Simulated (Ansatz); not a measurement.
Harmonic vibrations of C$_{2}$H$_{4}$BClO$_{2}$ (`CC(=O)OBCl`) by finite differences.

```yaml
crystal:
  periodic: [false, false, false]
  atoms:
    - {symbol: C, position_ang: [0.215049, -1.656577, -0.155992]}
    - {symbol: C, position_ang: [0.585665, -0.230877, 0.073473]}
    - {symbol: O, position_ang: [1.685027, 0.223606, 0.105495]}
    - {symbol: O, position_ang: [-0.541719, 0.534178, 0.292069]}
    - {symbol: B, position_ang: [-0.547793, 1.882392, 0.106698]}
    - {symbol: Cl, position_ang: [-1.981993, 2.737738, 0.612628]}
    - {symbol: H, position_ang: [-0.447924, -1.730394, -1.020518]}
    - {symbol: H, position_ang: [-0.341675, -2.028953, 0.706450]}
    - {symbol: H, position_ang: [1.110985, -2.251197, -0.312878]}
    - {symbol: H, position_ang: [0.347477, 2.469083, -0.404423]}
basis:
  gaussian: {orbitals: def2-TZVP}
hamiltonian: {xc: pbe0, dispersion: d4}
phonons: {temperatures: {t_min: 298.15, t_max: 900, t_step: 200}}
```

```sh
$ ansatz run in.yaml --threads 4 --pin off --events-out ev --progress --plain
```

It prints (some lines left out):

```
Functional definition: PBE0
  name "PBE0"
  cite "Adamo & Barone, J. Chem. Phys. 110, 6158 (1999) doi:10.1063/1.478522"
  cite "Perdew, Burke & Ernzerhof, Phys. Rev. Lett. 77, 3865 (1996) doi:10.1103/PhysRevLett.77.3865"
  parent pbe
  parameter a = 0.25
  parameter kappa = 0.804
  parameter beta = 0.06672455060314922
  exchange = (1 - a)*pbe_x(kappa = kappa, mu = beta*pi^2/3) + a*exact_x
  correlation = pbe_c(beta = beta)
mean field -19425.89863221 eV, -713.8886073868 hartree, gradient 3.2e-5 eV, S^2 0.000000; 0 other end points of the search recorded, 0 dependent functions left out
the calculation of the forces begins
these checks for a lower state are left out or cut short: stability, starts, cluster_reference, orbital_swaps, neighbouring_geometries, increment
mean field -19425.89845092 eV, -713.8886007245 hartree, gradient 1.5e-6 eV, S^2 0.000000; 0 other end points of the search recorded, 0 dependent functions left out
the calculation of the forces begins
these checks for a lower state are left out or cut short: stability, starts, cluster_reference, orbital_swaps, neighbouring_geometries, increment
mean field -19425.89844721 eV, -713.8886005880 hartree, gradient 1.5e-6 eV, S^2 0.000000; 0 other end points of the search recorded, 0 dependent functions left out
the calculation of the forces begins
these checks for a lower state are left out or cut short: stability, starts, cluster_reference, orbital_swaps, neighbouring_geometries, increment
mean field -19425.89844573 eV, -713.8886005336 hartree, gradient 1.5e-6 eV, S^2 0.000000; 0 other end points of the search recorded, 0 dependent functions left out
the calculation of the forces begins
these checks for a lower state are left out or cut short: stability, starts, cluster_reference, orbital_swaps, neighbouring_geometries, increment
mean field -19425.89850734 eV, -713.8886027980 hartree, gradient 1.5e-6 eV, S^2 0.000000; 0 other end points of the search recorded, 0 dependent functions left out
the calculation of the forces begins
these checks for a lower state are left out or cut short: stability, starts, cluster_reference, orbital_swaps, neighbouring_geometries, increment
mean field -19425.89846544 eV, -713.8886012579 hartree, gradient 1.5e-6 eV, S^2 0.000000; 0 other end points of the search recorded, 0 dependent functions left out
the calculation of the forces begins
these checks for a lower state are left out or cut short: stability, starts, cluster_reference, orbital_swaps, neighbouring_geometries, increment
mean field -19425.89847433 eV, -713.8886015848 hartree, gradient 1.5e-6 eV, S^2 0.000000; 0 other end points of the search recorded, 0 dependent functions left out
the calculation of the forces begins
these checks for a lower state are left out or cut short: stability, starts, cluster_reference, orbital_swaps, neighbouring_geometries, increment
mean field -19425.89837350 eV, -713.8885978794 hartree, gradient 1.5e-6 eV, S^2 0.000000; 0 other end points of the search recorded, 0 dependent functions left out
the calculation of the forces begins
these checks for a lower state are left out or cut short: stability, starts, cluster_reference, orbital_swaps, neighbouring_geometries, increment
mean field -19425.89834654 eV, -713.8885968884 hartree, gradient 1.5e-6 eV, S^2 0.000000; 0 other end points of the search recorded, 0 dependent functions left out
[...]
these checks for a lower state are left out or cut short: stability, starts, cluster_reference, orbital_swaps, neighbouring_geometries, increment
mean field -19425.89855634 eV, -713.8886045986 hartree, gradient 1.5e-6 eV, S^2 0.000000; 0 other end points of the search recorded, 0 dependent functions left out
the calculation of the forces begins
these checks for a lower state are left out or cut short: stability, starts, cluster_reference, orbital_swaps, neighbouring_geometries, increment
mean field -19425.89855140 eV, -713.8886044170 hartree, gradient 1.5e-6 eV, S^2 0.000000; 0 other end points of the search recorded, 0 dependent functions left out
the calculation of the forces begins
these checks for a lower state are left out or cut short: stability, starts, cluster_reference, orbital_swaps, neighbouring_geometries, increment
mean field -19425.89858375 eV, -713.8886056060 hartree, gradient 1.5e-6 eV, S^2 0.000000; 0 other end points of the search recorded, 0 dependent functions left out
the calculation of the forces begins
these checks for a lower state are left out or cut short: stability, starts, cluster_reference, orbital_swaps, neighbouring_geometries, increment
mean field -19425.89859429 eV, -713.8886059933 hartree, gradient 1.5e-6 eV, S^2 0.000000; 0 other end points of the search recorded, 0 dependent functions left out
the calculation of the forces begins
these checks for a lower state are left out or cut short: stability, starts, cluster_reference, orbital_swaps, neighbouring_geometries, increment
mean field -19425.89861641 eV, -713.8886068062 hartree, gradient 1.5e-6 eV, S^2 0.000000; 0 other end points of the search recorded, 0 dependent functions left out
the calculation of the forces begins
these checks for a lower state are left out or cut short: stability, starts, cluster_reference, orbital_swaps, neighbouring_geometries, increment
mean field -19425.89861650 eV, -713.8886068093 hartree, gradient 1.5e-6 eV, S^2 0.000000; 0 other end points of the search recorded, 0 dependent functions left out
the calculation of the forces begins
these checks for a lower state are left out or cut short: stability, starts, cluster_reference, orbital_swaps, neighbouring_geometries, increment
mean field -19425.89857737 eV, -713.8886053715 hartree, gradient 1.5e-6 eV, S^2 0.000000; 0 other end points of the search recorded, 0 dependent functions left out
the calculation of the forces begins
these checks for a lower state are left out or cut short: stability, starts, cluster_reference, orbital_swaps, neighbouring_geometries, increment
mean field -19425.89859025 eV, -713.8886058448 hartree, gradient 1.5e-6 eV, S^2 0.000000; 0 other end points of the search recorded, 0 dependent functions left out
the calculation of the forces begins
these checks for a lower state are left out or cut short: stability, starts, cluster_reference, orbital_swaps, neighbouring_geometries, increment
mean field -19425.89860547 eV, -713.8886064042 hartree, gradient 1.5e-6 eV, S^2 0.000000; 0 other end points of the search recorded, 0 dependent functions left out
the calculation of the forces begins
these checks for a lower state are left out or cut short: stability, starts, cluster_reference, orbital_swaps, neighbouring_geometries, increment
mean field -19425.89860149 eV, -713.8886062579 hartree, gradient 1.5e-6 eV, S^2 0.000000; 0 other end points of the search recorded, 0 dependent functions left out
the calculation of the forces begins
these checks for a lower state are left out or cut short: stability, starts, cluster_reference, orbital_swaps, neighbouring_geometries, increment
mean field -19425.89861446 eV, -713.8886067344 hartree, gradient 1.5e-6 eV, S^2 0.000000; 0 other end points of the search recorded, 0 dependent functions left out
the calculation of the forces begins
these checks for a lower state are left out or cut short: stability, starts, cluster_reference, orbital_swaps, neighbouring_geometries, increment
mean field -19425.89861275 eV, -713.8886066717 hartree, gradient 1.5e-6 eV, S^2 0.000000; 0 other end points of the search recorded, 0 dependent functions left out
the calculation of the forces begins
Total energy: -19426.06559476 eV, -713.8947431474 hartree
Atom 0 at     0.215049    -1.656577    -0.155992 Å, force    -0.000050    -0.001244    -0.000430 eV/Å
Atom 1 at     0.585665    -0.230877     0.073473 Å, force     0.001938     0.002321     0.003384 eV/Å
Atom 2 at     1.685027     0.223606     0.105495 Å, force    -0.001124    -0.000761    -0.001975 eV/Å
Atom 3 at    -0.541719     0.534178     0.292069 Å, force    -0.000188     0.000166    -0.000961 eV/Å
Atom 4 at    -0.547793     1.882392     0.106698 Å, force     0.000669    -0.001630     0.001255 eV/Å
Atom 5 at    -1.981993     2.737738     0.612628 Å, force    -0.000614     0.000893     0.000074 eV/Å
Atom 6 at    -0.447924    -1.730394    -1.020518 Å, force     0.000459    -0.000136    -0.000456 eV/Å
Atom 7 at    -0.341675    -2.028953     0.706450 Å, force    -0.000858     0.000284    -0.000491 eV/Å
Atom 8 at     1.110985    -2.251197    -0.312878 Å, force     0.000092    -0.000054     0.000284 eV/Å
Atom 9 at     0.347477     2.469083    -0.404423 Å, force    -0.000324     0.000159    -0.000684 eV/Å
Dipole moment:    -0.176137    -0.448015    -0.126508 e Å
Vibrations: 71.98 107.00 119.51 165.31 299.76 433.15 592.23 626.06 843.04 852.30 890.80 1004.37 1062.14 1102.07 1231.22 1291.54 1395.30 1457.43 1464.80 1878.37 2710.64 3072.52 3141.36 3193.99 cm⁻¹, zero-point energy 1.798196 eV
```

Hardware: 4 threads of a server CPU on a shared host. Wall time 110 s, peak host memory 0.61 GiB.
